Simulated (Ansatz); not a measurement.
CdS, SMILES [S]=[Cd].

The structure is a stationary point at B3LYP-D3(BJ)/def2-TZVPD. The def2 effective core potentials stand for the cores of Cd; spin–orbit coupling is left out.

Two levels are set side by side: PBE/def2-TZVPD (Ansatz, a quantum-chemistry and plane-wave program) and PBE0/def2-TZVPD (Ansatz). Energy differences of separate SCF runs at the same geometry; the states with an electron removed or added have multiplicity 2 and 2. Differences are taken from unrounded values.

| quantity | PBE0 | PBE | PBE minus PBE0 |
|---|---|---|---|
| vertical ionisation energy (eV) | 8.15 | 8.37 | 0.23 |
| vertical electron affinity (eV) | 2.35 | 2.27 | -0.08 |
| vertical singlet–triplet gap (eV) | 0.17 | 0.41 | 0.24 |
